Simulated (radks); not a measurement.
Initial-state core-level shifts of the antimony ion Sb2+ when its valence configuration changes from [Kr] 4d10 5s2 5p1. All-electron calculation, Dirac Kohn-Sham, PBE, spin-unpolarised, spherical densities, finite nucleus; open shells fill j = l - 1/2 first; Fermi nuclear charge, rms radius 4.6802 fm. Program: a radial shooting solver on a logarithmic mesh with Libxc functionals. Shifts are changes of the shell-averaged eigenvalues in eV (positive: less bound); the change of the density at the nucleus, which sets a Mossbauer isomer shift, is in e/bohr^3, on a base of 2.09e+05.

valence               1s       2p       3p       3d  density at nucleus
4d8 5s2 5p3      -17.712  -18.717  -17.982  -18.148              +44.95
4d9 5s2 5p2       -8.602   -9.088   -8.763   -8.839              +22.14
4d10 5s1 5p2      -1.276   -1.255   -1.281   -1.280              -53.99
4d10 5p3          -2.814   -2.745   -2.796   -2.792             -110.93
4d8.5 5s2 5p2.5  -13.131  -13.869  -13.350  -13.469              +33.40
4d9.5 5s2 5p1.5   -4.277   -4.512   -4.360   -4.396              +10.89
4d9 5s1 5p3      -10.105  -10.548  -10.247  -10.321              -38.25
4d9.5 5s1.5 5p2   -4.899   -5.125   -4.986   -5.022              -17.25
4d9.5 5s1 5p2.5   -5.665   -5.868   -5.740   -5.775              -46.28
